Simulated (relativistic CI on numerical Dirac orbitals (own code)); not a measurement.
Crystal-field levels of Fe⁷⁺, 3d

Calculated by Dirac-Coulomb-Breit CI, separate exchange-only KLI orbitals for each configuration, a model potential for QED, one configuration in a parametric crystal field, unscaled Slater integrals (own radial code).

Field parameters in Wybourne normalisation: Oh B⁴₀ = 21Dq, B⁴₄ = √(5/14) B⁴₀. The field is a parameter set, without covalency.

S is read from ⟨S²⟩ = S(S + 1).

Levels (cm⁻¹, degeneracy): 0 (4), 1092 (2), 43893 (4).

Q: Which field gives this pattern?
A. Oh, 10Dq = 34100 cm⁻¹
B. Oh, 10Dq = 38800 cm⁻¹
C. Oh, 10Dq = 15300 cm⁻¹
D. Oh, 10Dq = 43500 cm⁻¹

A: D. Oh, 10Dq = 43500 cm⁻¹, ground level with S = 0.50.
